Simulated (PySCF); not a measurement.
# One molecule, several mistakes: BH3N2Si

Calculated results; nothing here was measured. The program is PySCF 2.14.0, an open-source quantum chemistry code, run on an isolated molecule that a program drew, which may never have been made. The molecule is BH3N2Si (charge 0, singlet), drawn as the SMILES string `B=N[Si]N`.

Each row is a Hartree-Fock (HF) and frozen-core CCSD(T) single point in the cc-pV(D+d)Z basis, meant for a local HF minimum. Run 1 is clean. Each other run has one planted mistake out of seven kinds, and not every kind appears here: one electron removed, one electron added, multiplicity raised by two, geometry at a saddle point, minimal basis STO-3G, one bond length entered in bohr, all coordinates scaled. The reference is restricted for singlets and unrestricted otherwise, and also for a bond in bohr. Adding or removing an electron swaps singlet and doublet. Electrons count all cores. HOMO and LUMO are orbital energies over both spins, the gradient is its largest component, and the lowest frequency (negative if imaginary) is given only where the gradient is small. Bond lengths are over the 6 bonds as drawn. T1 is the CCSD diagnostic: over 0.02 (restricted) or 0.045 (unrestricted) a single reference is doubtful.

Geometry of the clean run:
```xyz
7
BH3N2Si, angstrom
B    -2.5292   -0.8494   -0.5867
N    -1.4521   -0.2408   -0.4412
Si    0.1424    0.3159   -0.0562
N     0.1062    1.8456   -0.8036
H    -3.5477   -1.4124   -0.7304
H    -0.6704    2.2331   -1.3073
H     0.8947    2.4637   -0.7779
```

| run | electrons | basis functions | <S^2> | HOMO (eV) | LUMO (eV) | gradient (hartree/bohr) | lowest frequency (cm^-1) | mean bond (Å) | longest bond (Å) | T1 | HF (hartree) | CCSD(T) (hartree) | mistake |
|---|---|---|---|---|---|---|---|---|---|---|---|---|---|
| 1 | 36 | 80 | 0.000 | -8.58 | 2.36 | 4.4e-05 | 151 | 1.3099 | 1.732 | 0.0183 | -424.31656 | -424.85540 | no fault |
| 2 | 37 | 80 | 0.836 | 0.91 | 8.86 | 4.6e-02 | - | 1.3099 | 1.732 | 0.0249 | -424.25503 | -424.80695 | one electron added |
| 3 | 36 | 80 | 0.000 | -7.40 | -0.51 | 3.3e-02 | - | 1.5667 | 3.273 | 0.0346 | -424.13903 | -424.70041 | one bond length entered in bohr |
| 4 | 36 | 80 | 2.014 | -6.03 | 0.69 | 3.5e-02 | - | 1.3099 | 1.732 | 0.0202 | -424.23358 | -424.74488 | ? |

**Which mistake was planted in run 4, and what did it cost?**

Electrons, basis and geometry are unchanged, and <S^2> is 2.014, beside S(S+1) = 2.00 for a multiplicity of 3. So the mistake is: multiplicity raised by two. Subtracting run 1 and multiplying by 627.51 kcal/mol a hartree, the energy moved by 52.1 kcal/mol in HF and 69.4 kcal/mol in CCSD(T).

Cautions from the logs. Run 2: the HOMO is above zero, so the electron isn't bound and the energy depends on the basis.
